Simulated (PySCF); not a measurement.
# Electron correlation in B (boron, neutral)

[He] 2s2 3s1, 2S determinant (an excited configuration). All numbers are calculated (PySCF 2.14, scalar relativity by spin-free X2C-1e, in x2c-QZVPPall with one added diffuse shell each of s, p, d, f type (8s5p4d3f1g, 73 functions)). Frozen: 1s2; 3 electrons correlated.

```
  level  correlation energy (mhartree)
   CCSD                         -68.49
    (T)                          -0.83
CCSD(T)                         -69.32
```

Diagnostics: T1 = 0.019, D1 = 0.0439, largest double amplitude 0.139.

The outer electron is Rydberg-like, and this basis confines it to a smaller radius and binds it less than a complete one would.

Cost of the coupled-cluster step: of the order of 22 core-seconds, for 3 correlated electrons.

Iterations:

```
CC2 = 0
CCSD nocc = (np.int64(2), np.int64(1)), nmo = (72, 72)
frozen orbitals [[0], [0]]
max_cycle = 100
direct = 0
conv_tol = 1e-08
conv_tol_normt = 1e-06
diis_space = 8
diis_start_cycle = 0
Init t2, MP2 energy = -0.0432945101542845
Init E_corr(UCCSD) = -0.0432945101743962
cycle = 1  E_corr(UCCSD) = -0.0552448487375914  dE = -0.0119503386  norm(t1,t2) = 0.0724069
cycle = 2  E_corr(UCCSD) = -0.0612306489827878  dE = -0.00598580025  norm(t1,t2) = 0.0402401
cycle = 3  E_corr(UCCSD) = -0.0678872854769952  dE = -0.00665663649  norm(t1,t2) = 0.0241908
cycle = 4  E_corr(UCCSD) = -0.0680830161540378  dE = -0.000195730677  norm(t1,t2) = 0.00940326
cycle = 5  E_corr(UCCSD) = -0.0686065387566893  dE = -0.000523522603  norm(t1,t2) = 0.00432584
cycle = 6  E_corr(UCCSD) = -0.0687172906841184  dE = -0.000110751927  norm(t1,t2) = 0.0301783
cycle = 7  E_corr(UCCSD) = -0.068328377895251  dE = 0.000388912789  norm(t1,t2) = 0.00227442
cycle = 8  E_corr(UCCSD) = -0.0684736569964777  dE = -0.000145279101  norm(t1,t2) = 0.000740489
cycle = 9  E_corr(UCCSD) = -0.0685070129871335  dE = -3.33559907e-05  norm(t1,t2) = 0.000214409
cycle = 10  E_corr(UCCSD) = -0.0684834851147493  dE = 2.35278724e-05  norm(t1,t2) = 0.000102009
cycle = 11  E_corr(UCCSD) = -0.0684845889237282  dE = -1.10380898e-06  norm(t1,t2) = 2.9133e-05
cycle = 12  E_corr(UCCSD) = -0.0684846112190452  dE = -2.2295317e-08  norm(t1,t2) = 4.16507e-05
cycle = 13  E_corr(UCCSD) = -0.0684852247309291  dE = -6.13511884e-07  norm(t1,t2) = 0.000116162
cycle = 14  E_corr(UCCSD) = -0.0684851667435649  dE = 5.79873642e-08  norm(t1,t2) = 3.07199e-06
cycle = 15  E_corr(UCCSD) = -0.0684851775706717  dE = -1.08271068e-08  norm(t1,t2) = 7.57379e-06
cycle = 16  E_corr(UCCSD) = -0.0684850913030544  dE = 8.62676174e-08  norm(t1,t2) = 4.91989e-06
cycle = 17  E_corr(UCCSD) = -0.0684850773495052  dE = 1.39535492e-08  norm(t1,t2) = 7.0143e-07
cycle = 18  E_corr(UCCSD) = -0.0684850636866237  dE = 1.36628815e-08  norm(t1,t2) = 4.30597e-07
cycle = 19  E_corr(UCCSD) = -0.0684850639264576  dE = -2.39833944e-10  norm(t1,t2) = 2.46553e-07
UCCSD converged
E(UCCSD) = -24.42403160164078  E_corr = -0.06848506392645765
UCCSD(T) correction = -0.000830282211377038
```
